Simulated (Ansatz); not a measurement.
Level of theory: B3LYP-D3(BJ)/def2-SVP run with Ansatz (a program for electronic structure). No frequencies were computed at this level.

Ansatz 0.2 input:
```yaml
crystal:
  periodic: [false, false, false]
  atoms:
    - { symbol: C, position_ang: [-0.544414, -1.066765, -0.675249] }
    - { symbol: N, position_ang: [0.124763, -0.013403, 0.068298] }
    - { symbol: C, position_ang: [-0.686955, 1.190671, 0.027517] }
    - { symbol: B, position_ang: [1.342639, -0.13552, 0.707716] }
    - { symbol: I, position_ang: [2.445383, -1.963396, 0.692119] }
    - { symbol: I, position_ang: [2.228044, 1.493198, 1.766144] }
    - { symbol: H, position_ang: [0.024247, -1.991632, -0.663927] }
    - { symbol: H, position_ang: [-1.528114, -1.257707, -0.23949] }
    - { symbol: H, position_ang: [-0.682353, -0.755313, -1.71369] }
    - { symbol: H, position_ang: [-1.670497, 0.986794, 0.458716] }
    - { symbol: H, position_ang: [-0.228352, 2.004743, 0.581275] }
    - { symbol: H, position_ang: [-0.824391, 1.508331, -1.009429] }
basis:
  gaussian: { orbitals: def2-svp }
hamiltonian:
  xc: b3lyp
  dispersion: d3bj
relax:
  max_steps: 150
```

Output:

```
Functional definition: B3LYP
1740 factors; integrals over basis functions are off by at most 3.0e-4 eV
mean field evaluation 1: about -20537.2092 eV, gradient 5.4e1 eV
mean field evaluation 2: about -20524.1929 eV, gradient 8.9e1 eV
mean field evaluation 4: about -20544.2389 eV, gradient 4.3e0 eV
mean field evaluation 8: about -20544.3428 eV, gradient 9.3e-2 eV
mean field evaluation 16: about -20544.3428 eV, gradient 3.4e-5 eV
mean field -20544.34281324 eV, -754.9906729308 hartree, gradient 3.4e-5 eV, S^2 0.000000; 0 other end points of the search recorded, 0 dependent functions left out
reference -20544.34307942 eV, -754.9906827129 hartree; 40, 40 occupied and 98, 98 virtual orbitals, 1740 factors
relax step   1: F+E_penalty+E_count = -20545.04457790 eV  Δ(F+E_penalty+E_count) = +0.000e0 eV  max|allowed force component| = 5.353e-1 eV/Å  Δτ_max = 0.0000 Å  (27 SCF iters, accepted)
these checks for a lower state are left out or cut short: starts, cluster_reference, orbital_swaps, neighbouring_geometries, increment
1740 factors; integrals over basis functions are off by at most 3.0e-4 eV
mean field -20544.39857509 eV, -754.9927221410 hartree, gradient 1.4e-5 eV, S^2 0.000000; 0 other end points of the search recorded, 0 dependent functions left out
reference -20544.39884349 eV, -754.9927320047 hartree; 40, 40 occupied and 98, 98 virtual orbitals, 1740 factors
relax step   2: F+E_penalty+E_count = -20545.08727280 eV  Δ(F+E_penalty+E_count) = -4.269e-2 eV  max|allowed force component| = 1.647e-1 eV/Å  Δτ_max = 0.0519 Å  (32 SCF iters, accepted)
these checks for a lower state are left out or cut short: starts, cluster_reference, orbital_swaps, neighbouring_geometries, increment
1740 factors; integrals over basis functions are off by at most 3.0e-4 eV
mean field -20544.40071406 eV, -754.9928007467 hartree, gradient 1.6e-5 eV, S^2 0.000000; 0 other end points of the search recorded, 0 dependent functions left out
reference -20544.40098203 eV, -754.9928105944 hartree; 40, 40 occupied and 98, 98 virtual orbitals, 1740 factors
relax step   3: F+E_penalty+E_count = -20545.09166359 eV  Δ(F+E_penalty+E_count) = -4.391e-3 eV  max|allowed force component| = 6.268e-2 eV/Å  Δτ_max = 0.0152 Å  (33 SCF iters, accepted)
these checks for a lower state are left out or cut short: starts, cluster_reference, orbital_swaps, neighbouring_geometries, increment
1740 factors; integrals over basis functions are off by at most 3.0e-4 eV
mean field evaluation 32: about -20544.4006 eV, gradient 3.1e-1 eV
mean field -20544.40092769 eV, -754.9928085974 hartree, gradient 1.5e-5 eV, S^2 0.000000; 0 other end points of the search recorded, 0 dependent functions left out
reference -20544.40119578 eV, -754.9928184496 hartree; 40, 40 occupied and 98, 98 virtual orbitals, 1740 factors
relax step   4: F+E_penalty+E_count = -20545.09144233 eV  Δ(F+E_penalty+E_count) = +2.213e-4 eV  max|allowed force component| = 7.385e-2 eV/Å  Δτ_max = 0.0041 Å  (25 SCF iters, rejected (line search))
these checks for a lower state are left out or cut short: starts, cluster_reference, orbital_swaps, neighbouring_geometries, increment
1740 factors; integrals over basis functions are off by at most 3.0e-4 eV
mean field -20544.40082852 eV, -754.9928049532 hartree, gradient 1.7e-5 eV, S^2 0.000000; 0 other end points of the search recorded, 0 dependent functions left out
reference -20544.40109645 eV, -754.9928147992 hartree; 40, 40 occupied and 98, 98 virtual orbitals, 1740 factors
relax step   5: F+E_penalty+E_count = -20545.09177329 eV  Δ(F+E_penalty+E_count) = -1.097e-4 eV  max|allowed force component| = 1.282e-2 eV/Å  Δτ_max = 0.0020 Å  (25 SCF iters, accepted)
these checks for a lower state are left out or cut short: starts, cluster_reference, orbital_swaps, neighbouring_geometries, increment
1740 factors; integrals over basis functions are off by at most 3.0e-4 eV
mean field -20544.40085434 eV, -754.9928059020 hartree, gradient 1.2e-5 eV, S^2 0.000000; 0 other end points of the search recorded, 0 dependent functions left out
reference -20544.40112225 eV, -754.9928157474 hartree; 40, 40 occupied and 98, 98 virtual orbitals, 1740 factors
relax step   6: F+E_penalty+E_count = -20545.09179433 eV  Δ(F+E_penalty+E_count) = -2.104e-5 eV  max|allowed force component| = 4.007e-3 eV/Å  Δτ_max = 0.0043 Å  (24 SCF iters, accepted)
1740 factors; integrals over basis functions are off by at most 3.0e-4 eV
mean field evaluation 64: about -20544.4009 eV, gradient 3.1e-5 eV
mean field -20544.40085434 eV, -754.9928059020 hartree, gradient 1.2e-5 eV, S^2 0.000000; 1 other end points of the search recorded, 0 dependent functions left out
reference -20544.40112225 eV, -754.9928157474 hartree; 40, 40 occupied and 98, 98 virtual orbitals, 1740 factors
Total energy: -20545.09206224 eV, -755.0182073237 hartree
Atom 0 at    -0.547683    -1.085151    -0.684615 Å, force     0.004007    -0.003467     0.001630 eV/Å
Atom 1 at     0.107301    -0.011209     0.057795 Å, force    -0.003427     0.000705    -0.003361 eV/Å
Atom 2 at    -0.692566     1.210655     0.029913 Å, force     0.003374     0.002313     0.003436 eV/Å
Atom 3 at     1.333974    -0.135155     0.704733 Å, force     0.001045    -0.000441     0.001820 eV/Å
Atom 4 at     2.469805    -1.990708     0.700555 Å, force    -0.000437     0.000110    -0.000251 eV/Å
Atom 5 at     2.248989     1.513190     1.790510 Å, force    -0.000460    -0.000011    -0.000209 eV/Å
Atom 6 at     0.048817    -2.002249    -0.662141 Å, force    -0.001729     0.000138    -0.001301 eV/Å
Atom 7 at    -1.539606    -1.295568    -0.249449 Å, force    -0.000422    -0.000044     0.000917 eV/Å
Atom 8 at    -0.695821    -0.783284    -1.735594 Å, force    -0.000051     0.001199    -0.000834 eV/Å
Atom 9 at    -1.686123     1.022516     0.471509 Å, force    -0.000348    -0.000443     0.000772 eV/Å
Atom 10 at    -0.205061     2.015228     0.588830 Å, force    -0.001643     0.000405    -0.001311 eV/Å
Atom 11 at    -0.842027     1.541738    -1.012046 Å, force     0.000091    -0.000464    -0.001308 eV/Å
Dipole moment:    -0.636937     0.064538    -0.336524 e Å
```

Cost: about 90 core-seconds (a rough figure).
